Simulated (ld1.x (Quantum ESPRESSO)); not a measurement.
## Cd (Z = 48): excitation energies, all-electron against TM

```
Element                 : cadmium (Cd)
Generator               : ld1.x (Quantum ESPRESSO) 7.5
Type                    : norm-conserving Troullier–Martins (Kleinman–Bylander form)
Functional              : LDA (PZ)
Relativity              : scalar-relativistic
Frozen core             : [Kr]
Valence charge          : 12
Reference configuration : 4d10 5s2 5p0
Partial waves           : 5p (bound, empty): rc 2.70 bohr; 4d (bound): rc 1.20 bohr; 5s (bound): rc 1.95 bohr
Local potential         : the s channel
Core correction         : a·sin(br)/r model core inside 0.75 bohr
```

Energies are relative to the spin-unpolarised reference configuration 4d10 5s2 5p0; without spin polarisation the order of configurations can differ from experiment. Spin-polarised rows fill each open shell by Hund’s rule, majority spin first. The frozen-core shift is the all-electron ΔE with the core orbitals held at their reference shape minus the fully relaxed ΔE.

```
        valence configuration  charge  ΔE all-electron (eV)  error AE − PS (meV)  frozen-core shift (meV)
                 4d10 5s0 5p0      +2                27.148                  -40                     +8.4
                  4d9 5s0 5p0      +3                65.404                 -223                     +120
                 4d10 5s0 5p1      +1                15.535                  -12                     +3.8
                  4d9 5s2 5p1       0                12.594                 -207                      +62
                 4d10 5s1 5p1       0                 4.790                 -2.3                     +0.8
4d10 5s1 5p0 (spin-polarised)      +1                 9.439                 -7.6                     +2.7
 4d9 5s0 5p0 (spin-polarised)      +3                65.228                 -216                     +120
```

What are ΔE and the potential's error for 4d10 5s1 5p0?

ΔE = 9.628 eV all-electron; the error (AE − PS) is -6.8 meV.

What are ΔE and the potential's error for 4d9 5s2 5p0?

ΔE = 18.146 eV all-electron; the error (AE − PS) is -168 meV.

Levels in the configuration 4d9 5s2 5p0:

| level | all-electron (eV) | pseudo (eV) |
| --- | --- | --- |
| 4d | -24.750 | -25.104 |
| 5s | -14.956 | -14.930 |
